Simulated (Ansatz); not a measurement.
H2B2Si, SMILES `B1=B[SiH2]1` (charge 0, multiplicity 1).

Cartesian coordinates (Å):
SMILES: [SiH2]1B=B1
```xyz
5

B      1.4902     0.6873     0.2799
B      1.4670    -0.7191    -0.3199
Si    -0.3780     0.0041     0.0051
H     -1.2717     1.0971     0.4812
H     -1.3075    -1.0693    -0.4463
```
Charge 0, multiplicity 1.

Frozen-core energies in cc-pVDZ from Ansatz (an electronic-structure program) at a geometry from B3LYP-D3(BJ)/def2-TZVP; the HF reference has <S^2> = 0.00 (restricted, and unstable towards unrestricted orbitals) and the T1 diagnostic is 0.030.

```csv
level,energy (Ha)
HF,-339.19287
MP2,-339.48335
CCSD,-339.50999
CCSD(T),-339.53642
```

Estimate the energies of CCSDT, CCSDT(Q) and CCSDTQ, and give each level's difference from CCSDTQ.


```tsv
level	energy (Ha)	difference from CCSDTQ (mHa)
MP2	-339.48335	56.02
CCSD	-339.50999	29.38
CCSD(T)	-339.53642	2.96
CCSDT	-339.53659	2.78
CCSDT(Q)	-339.53983	-0.45
CCSDTQ	-339.53938	0.00
```
